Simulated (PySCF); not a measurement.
A structure optimised at B3LYP-D3(BJ)/def2-SVP, used in a PySCF frequency run:

```xyz
13

C      0.3405    -2.9468     0.0000
C      0.0233    -1.7725     0.0000
C     -0.2904    -0.3921     0.0000
C     -1.4823     0.2723     0.0000
C     -1.0120     1.7230     0.0000
B      0.4346     1.0049     0.0000
N      1.7559     1.4273     0.0000
H      0.6082    -3.9860     0.0000
H     -2.5057    -0.1281     0.0000
H     -1.3026     2.3056     0.8927
H     -1.3026     2.3056    -0.8927
H      2.5363     0.7802     0.0000
H      2.0271     2.4034     0.0000
```
Charge 0, spin multiplicity 1.

Q: Write its SMILES, formula and point group.

A: C#CC1=CCB1N, C5H6BN, Cs

Q: What are its rotational constants (standard atomic weights)?

A: 4.6506, 1.9850, 1.4036 GHz
